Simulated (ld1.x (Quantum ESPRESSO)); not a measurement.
**An all-electron radial function and its pseudo partner (Ho (Z = 67))**

Columns: radius, all-electron u(r) and pseudo u(r) of the 5d shell (level -2.20 eV) of holmium in the configuration [Kr] 4d10 4f10 5s2 5p6 5d1 6s2 6p0; PBE, scalar-relativistic, TM scheme, ld1.x (Quantum ESPRESSO) 7.5.

```tsv
r (bohr)	all-electron	pseudo
0.123	0.1621	0.0011
0.245	-0.0057	0.0086
0.368	-0.2118	0.0280
0.490	-0.2429	0.0623
0.613	-0.1488	0.1125
0.735	-0.0069	0.1759
0.858	0.1396	0.2490
0.980	0.2681	0.3248
1.103	0.3743	0.3984
1.225	0.4561	0.4636
1.348	0.5171	0.5178
1.470	0.5595	0.5586
1.593	0.5875	0.5868
1.715	0.6035	0.6033
1.838	0.6105	0.6106
1.960	0.6105	0.6107
2.083	0.6053	0.6054
2.205	0.5963	0.5963
2.328	0.5844	0.5844
2.450	0.5708	0.5708
2.573	0.5557	0.5557
2.695	0.5399	0.5399
2.818	0.5236	0.5236
2.940	0.5071	0.5071
3.063	0.4904	0.4904
3.185	0.4739	0.4739
```

(1) How many radial nodes do the two functions have?

(2) Where does each function peak?

(3) Is the pseudo-wave norm-conserving?

## Answers

(1) The all-electron 5d function has n − l − 1 = 2; the pseudo-wave has 0, since the states of the same l below it are removed with the core.

(2) Outermost all-electron maximum near 1.84 bohr, pseudo maximum near 1.96 bohr (to the table’s step).

(3) Yes: the TM scheme keeps the norm inside the radius equal to the all-electron one, which fixes the energy derivative of the logarithmic derivative at the level.
